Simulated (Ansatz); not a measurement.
Molecule: 1,2-dihydrodisiline, C4H8Si2, charge 0, multiplicity 1. SMILES: C1=C[SiH2][SiH2]C=C1
Geometry from a B3LYP-D3(BJ)/def2-TZVP (Ansatz, an electronic-structure program) optimisation:
```xyz
14

C      1.7654     0.6976    -0.1593
C      0.7485     1.5552    -0.3464
Si    -1.0733     1.1516    -0.2521
Si    -1.0987    -1.1273     0.2526
C      0.7136    -1.5716     0.3460
C      1.7494    -0.7371     0.1584
H      2.7735     1.0951    -0.2501
H      1.0269     2.5811    -0.5743
H     -1.7269     1.4763    -1.5458
H     -1.7206     1.9929     0.7871
H     -1.7588    -1.4372     1.5467
H     -1.7652    -1.9538    -0.7862
H      0.9691    -2.6034     0.5738
H      2.7484    -1.1570     0.2487
```
Charge 0, spin multiplicity 1.

Property: atomisation energy (electronic, to ground-state atoms), in kJ/mol. Valence correlation only, unless marked. UHF or UKS for open shells. No spin-orbit coupling. Non-relativistic. The coupled-cluster limit lacks core correlation, which all-electron functionals hold. Basis-set limits of correlation are two-point, X^-3; Hartree-Fock from the larger set.

```
level               program  atomisation energy (kJ/mol)
------------------  -------  ---------------------------
HF/aug-cc-pV(Q+d)Z   Ansatz                       4117.9
SVWN5/def2-TZVPD     Ansatz                       6215.1
```

### Question
Predict the CCSD(T)/CBS(cc-pV(T+d)Z,cc-pV(Q+d)Z) result (Ansatz).

### Answer
5485.4 kJ/mol
